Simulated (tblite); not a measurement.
A tight-binding relaxation on `[SiH3]O[Si@H]1O[SiH2][SiH2][O][GeH2]1`.

Computed with GFN2-xTB geometry optimisation, gas phase (tblite 0.8.0). Start geometry: from a force field or distance geometry. The input is one job of a driver script: a line of settings, then coordinates in Å.

Command:
```bash
OMP_NUM_THREADS=1 python probes_run.py task.json out
```

Input:
```
{"job": {"kind": "relax", "xc": "GFN2-xTB", "basis": "xTB"}, "charge": 0, "multiplicity": 1}
Si     3.109200    -0.479400     0.042000
O      1.635600    -0.052500     0.841000
Si     0.703700     0.822000    -0.284500
O      0.150200    -0.194900    -1.573800
Si    -0.846600    -1.423100    -0.851300
Si    -2.654500    -0.501900     0.112600
O     -2.168600     0.461500     1.458900
Ge    -1.127000     1.767700     0.800800
H      3.826400     0.733400    -0.374300
H      3.953700    -1.235300     0.970500
H      2.808700    -1.325500    -1.127300
H      1.478600     1.926900    -0.857700
H     -1.304500    -2.334500    -1.906100
H     -0.079500    -2.198500     0.129600
H     -3.538300    -1.568200     0.586000
H     -3.380900     0.322700    -0.850900
H     -0.629200     2.664100     1.958300
H     -1.945900     2.621800    -0.203000
```

Output:
```
step      E/eV     max force
  0    -717.97905    2.918
  1    -718.31109    2.092
  2    -718.59269    1.449
  3    -718.67515    0.840
  4    -718.82634    0.791
  5    -718.89308    0.860
  6    -719.03365    0.819
  7    -719.10658    0.603
  8    -719.17984    0.490
  9    -719.22632    0.531
... (125 lines left out)
135    -719.77529    0.014
136    -719.77532    0.012
137    -719.77535    0.012
138    -719.77537    0.010
139    -719.77540    0.012
140    -719.77543    0.013
141    -719.77546    0.017
142    -719.77551    0.018
143    -719.77554    0.015
144    -719.77557    0.009
```

«max force» is the largest atomic force in eV/Å.

From which step on does the largest force stay under 0.1 eV/Å, and how much energy is left to gain from there?

From step 55 (0.095 eV/Å), 25.6 meV above the end.

In short: energy lowered by 41.4 kcal/mol over 144 steps; largest atomic force 0.009 eV/Å at the end.

How long does this job take on Arm Neoverse N1, one thread, no GPU (shared host)?

About 3.2 s.
Labels such as C1 count atoms from 1, the log's own numbers from 0.
